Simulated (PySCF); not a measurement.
H3S, SMILES [SH3+], charge +1.

Coordinates come from a B3LYP-D3(BJ)/def2-TZVPD optimisation. The isomer is the one that the SMILES or the coordinates give; other isomers of the formula were not compared.

Computed with PySCF with CAM-B3LYP/def2-TZVPD.

Symmetry labels are those of the subgroup Cs that the program uses (full group C3v).

Computed valence orbital energies around the gap with their symmetry:
| orbital | symmetry | energy (eV) |
|---|---|---|
| HOMO−7 | A' | -227.76 |
| HOMO−6 | A' | -172.30 |
| HOMO−5 | A" | -172.30 |
| HOMO−4 | A' | -172.17 |
| HOMO−3 | A' | -31.99 |
| HOMO−2 | A" | -22.30 |
| HOMO−1 | A' | -22.30 |
| HOMO | A' | -19.60 |
| LUMO | A' | -5.94 |
| LUMO+1 | A" | -5.94 |
| LUMO+2 | A' | -5.33 |
| LUMO+3 | A' | -2.96 |
